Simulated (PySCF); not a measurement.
PySCF 2.14 output of an unrestricted BLYP calculation on a single atom or ion in aug-cc-pCVTZ-DK with one added diffuse shell each of s, p, d, f type (8s7p5d3f, 75 functions), with the spin-free X2C one-electron Hamiltonian (Gaussian nucleus):

```
SCF conv_tol = 1e-09
number electrons alpha = 3  beta = 2
    A. D. Becke.,  Phys. Rev. A 38, 3098 (1988)
    C. Lee, W. Yang, and R. G. Parr.,  Phys. Rev. B 37, 785 (1988)
    B. Miehlich, A. Savin, H. Stoll, and H. Preuss.,  Chem. Phys. Lett. 157, 200 (1989)
cycle= 1 E= -36.7912283880469  delta_E= -0.00496  |g|= 0.00802  |ddm|= 0.213
cycle= 2 E= -36.7912603411492  delta_E= -3.2e-05  |g|= 0.0012  |ddm|= 0.0349
cycle= 3 E= -36.7912612279978  delta_E= -8.87e-07  |g|= 0.000206  |ddm|= 0.00326
cycle= 4 E= -36.7912612407511  delta_E= -1.28e-08  |g|= 1.39e-05  |ddm|= 0.000364
cycle= 5 E= -36.7912612408811  delta_E= -1.3e-10  |g|= 8.53e-07  |ddm|= 4.1e-05
converged SCF energy = -36.7912612408811  <S^2> = 0.75003334  2S+1 = 2.0000333
```

The run itself started from symmetry-adapted Hartree-Fock orbitals and held the occupation by maximum overlap, on a logarithmic radial grid, so the iterations belong to that start.

Question: Which element, charge and spin multiplicity is this?

Answer: C⁺ (carbon, charge +1), multiplicity 2; the state was [He] 2s2 3d1, 2D determinant (an excited configuration).

The outer electron is Rydberg-like, and this basis confines it to a smaller radius and binds it less than a complete one would.
